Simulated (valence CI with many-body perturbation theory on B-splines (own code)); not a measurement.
Results of a calculation; reference values are marked as such.
Au VII: magnetic and hyperfine properties of the levels

Level of theory: configuration interaction combined with many-body perturbation theory (CI+MBPT): five valence electrons over a frozen Dirac-Fock core [Xe] 4f14, radial functions for each j: 7 s, 7 p, 8 d, 6 f, 4 g, 1 h, with the one-electron correlation potential Σ1 (screened to all orders), the two-electron term Σ2, the three-electron term Σ3, Breit, model QED; selected single and double excitations, second order for the rest, scaled by the run's own slope (own B-spline code, finite nucleus).

No measured spectrum was set against this ion. As an estimate, terms of the open shell hold to 2 to 4 % of their energy, and close levels can change places; different configurations can be misplaced against each other by 1,000 to 8,000 cm⁻¹. Core correlation moves these levels by up to 15000 cm⁻¹, and in measured spectra 5 to 20 % of such shifts remained as error; rates that hang on mixing are uncertain with them. Among the levels kept, up to 1000 cm⁻¹ of a level comes from second order outside the variational space, and about a tenth of that is noise between levels of different J, which matters for small intervals. Only levels of the ground parity were solved; by the run's estimate the other parity begins above the list, which can be wrong where configurations are misplaced.

A/g_I is the dipole constant over the nuclear g factor μ/I (μ in nuclear magnetons, uniformly magnetised nucleus), B/Q the quadrupole constant per barn. Both hold the static response of the core; the bare values leave it out. Large factors of s and p1/2 electrons are usually good to 5 to 10 %; those of open d and f shells near neutrality can be off by tens of per cent, and small factors of p3/2, d and f electrons come from cancelling terms and can be off by a factor of two or in sign, in half-filled shells by more. B is blank for J = 1/2, where it vanishes, and for nearly pure S terms. Energies count from the lowest level.

Names give the largest LS component (configuration and term), which can be under half, so a name can repeat, a term be missing and a line seem to break the LS rules; names also repeat where a configuration has a term twice. Letters in brackets count levels of one name in rising energy.

| Level | E (cm⁻¹) | g | A/g_I (MHz) | A/g_I bare | B/Q (MHz/b) | B/Q bare |
| --- | --- | --- | --- | --- | --- | --- |
| 5d5 6S_5/2 | 0.0 | 1.883 | -2530 | 137 | 293 | 188 |
| 5d5 4G_5/2 [a] | 18517 | 1.051 | 1020 | 1100 | 1970 | 1690 |
| 5d5 4G_7/2 | 26761 | 1.109 | 936 | 1280 | 2020 | 1770 |
| 5d5 4D_3/2 [a] | 27926 | 1.330 | 247 | 1410 | 1820 | 1590 |
| 5d5 4G_11/2 | 28669 | 1.199 | 756 | 1500 | -165 | -227 |
| 5d5 4G_5/2 [b] | 29937 | 1.088 | 932 | 1170 | 726 | 666 |
| 5d5 4G_9/2 | 30387 | 1.167 | 773 | 1350 | 1650 | 1420 |
| 5d5 4P_1/2 | 32812 | 1.722 | -1980 | -107 |  |  |
| 5d5 4D_7/2 | 37476 | 1.256 | 315 | 1120 | 73.3 | 105 |
| 5d5 2D_5/2 [a] | 39460 | 1.252 | 340 | 1140 | -91.9 | -115 |
| 5d5 2I_11/2 | 43153 | 1.019 | 1470 | 1610 | 124 | 92.8 |
| 5d5 2F_7/2 [a] | 43811 | 1.135 | 993 | 1530 | -2200 | -1950 |
| 5d5 4D_1/2 | 44040 | 0.851 | 2960 | 3030 |  |  |
| 5d5 4D_3/2 [b] | 45116 | 1.138 | 1350 | 2120 | -1600 | -1450 |
| 5d5 2G_9/2 [a] | 46474 | 1.154 | 838 | 1360 | -274 | -234 |
| 5d5 4F_3/2 | 47372 | 0.885 | 2060 | 1800 | 172 | 170 |
| 5d5 2I_13/2 | 47961 | 1.077 | 1290 | 1660 | -0.189 | -6.92 |
| 5d5 2F_5/2 [a] | 49891 | 1.014 | 1460 | 1580 | -336 | -246 |
| 5d5 2H_9/2 | 55909 | 1.108 | 1090 | 1510 | 303 | 283 |
| 5d5 4F_5/2 | 57013 | 1.076 | 1260 | 1590 | -289 | -263 |
| 5d5 2G_7/2 [a] | 57171 | 1.006 | 1710 | 1950 | -40.9 | 15.5 |
| 5d5 2F_5/2 [b] | 60813 | 1.118 | 741 | 1000 | -520 | -517 |
| 5d5 2D_3/2 [a] | 61502 | 0.752 | 3030 | 2550 | -39.4 | -15.7 |
| 5d5 2F_7/2 [b] | 63173 | 1.080 | 1350 | 1770 | 694 | 624 |
| 5d5 2S_1/2 | 65031 | 1.931 | -2350 | 217 |  |  |
| 5d5 4F_7/2 | 66997 | 1.190 | 619 | 1230 | -3110 | -2790 |
| 5d5 2G_9/2 [b] | 68480 | 1.095 | 1130 | 1500 | 754 | 777 |
| 5d5 2H_11/2 | 69333 | 1.067 | 1300 | 1620 | 36.5 | 124 |
| 5d5 2D_3/2 [b] | 73924 | 0.840 | 2220 | 1800 | -1540 | -1360 |
| 5d5 2D_5/2 [b] | 77449 | 1.109 | 1070 | 1480 | 1090 | 1000 |
| 5d5 2G_9/2 [c] | 81519 | 1.111 | 1080 | 1490 | -2450 | -2200 |
| 5d5 2D_5/2 [c] | 81591 | 1.103 | 946 | 1260 | -1050 | -886 |
| 5d5 2G_7/2 [b] | 85214 | 0.937 | 1960 | 1920 | 2550 | 2230 |
| 5d5 2P_3/2 | 90296 | 1.238 | 460 | 1320 | -1630 | -1420 |
| 5d5 2P_1/2 | 97570 | 0.830 | 1190 | 5.43 |  |  |
| 5d5 2D_5/2 [d] | 106730 | 1.191 | 585 | 1160 | -1770 | -1570 |
| 5d5 2D_3/2 [c] | 109660 | 0.880 | 2650 | 2660 | 2810 | 2500 |
| 5d4 6s 6D_1/2 | 146160 | 2.971 | 44800 | 43800 |  |  |
| 5d4 6s 6D_3/2 | 153330 | 1.826 | 14600 | 14500 | 1140 | 991 |
| 5d4 6s 6D_5/2 | 159130 | 1.618 | 9620 | 9840 | 1230 | 1040 |

Q: Take the isotope of mass number 197, with I = 3/2, μ = 0.1452 μN and Q = 0.547 b. What is the hyperfine structure of 5d5 4G_5/2 [a]?

A: From the table A = 99.2 MHz, B = 1080 MHz. Shifts from the centre of gravity in MHz: F = 1: 235, F = 2: -430, F = 3: -619, F = 4: 642.
